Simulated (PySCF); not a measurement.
## Magnetisability: SMILES C(C)C#C[C@@]1(F)C[C@H]1[NH3+], [C$_{7}$H$_{11}$FN]+, charge +1

Cartesian coordinates in Å; atom numbers follow the order of the lines, from 1:
```xyz
20

C     2.815    0.941    0.712
C     2.624   -0.012   -0.471
C     1.237   -0.328   -0.686
C     0.064   -0.576   -0.809
C    -1.318   -0.897   -1.020
F    -1.658   -1.202   -2.291
C    -2.110   -1.523    0.093
C    -2.329   -0.073   -0.234
N    -1.727    0.934    0.665
H     2.428    0.504    1.631
H     3.874    1.132    0.850
H     2.319    1.892    0.532
H     3.019    0.441   -1.384
H     3.165   -0.944   -0.292
H    -1.586   -1.789    0.998
H    -2.894   -2.212   -0.182
H    -3.255    0.228   -0.703
H    -0.693    0.764    0.621
H    -2.060    0.843    1.634
H    -1.919    1.888    0.334
```

Total charge +1.

Computed, not measured: GIAO B3LYP/pcSseg-1 magnetisability, rotational g tensor and spin-rotation constants, non-relativistic, gas phase (PySCF 2.14.0). Geometry: GFN2-xTB.

For an ion the centre-of-mass motion in the field is neglected.

Problem. How diamagnetic is it, and how anisotropic?

Solution. Isotropic -1477 × 10⁻³⁰ J/T², or -89.0 × 10⁻⁶ cm³/mol; principal values -1650, -1410, -1372 × 10⁻³⁰ J/T², anisotropy 262 × 10⁻³⁰ J/T² (root of half the summed squared differences of the principal values). The susceptibility is in cgs units.

Problem. Split it along the inertial axes a, b, c into diamagnetic and paramagnetic parts about the centre of mass, with the quadrupole moment.

Solution. 
```tsv
axis	χ (10⁻⁶ cm³/mol)	diamagnetic (10⁻⁶ cm³/mol)	paramagnetic (10⁻⁶ cm³/mol)	summed x² of all electrons (Å²)	quadrupole Θ (D Å)
a	-93.3	-549.0	455.7	308.2	+11.84
b	-89.9	-1449.8	1359.9	95.9	+2.56
c	-83.7	-1714.6	1630.8	33.5	-14.40
```
Anisotropies 2χaa − χbb − χcc = -12.9 and 2χbb − χaa − χcc = -2.8 × 10⁻⁶ cm³/mol. Θ is traceless in Buckingham's convention.

Problem. And the rotational g tensor?

Solution. 
```
axis  rotational constant (GHz)        g  nuclear part  electronic part
   a                     2.6365  +0.0236        0.5880          -0.5644
   b                     0.8986  +0.0089        0.5830          -0.5741
   c                     0.7402  +0.0087        0.5757          -0.5671
```
Asymmetric top; isotopes 12C, 19F, 1H, 14N; no vibrational averaging.
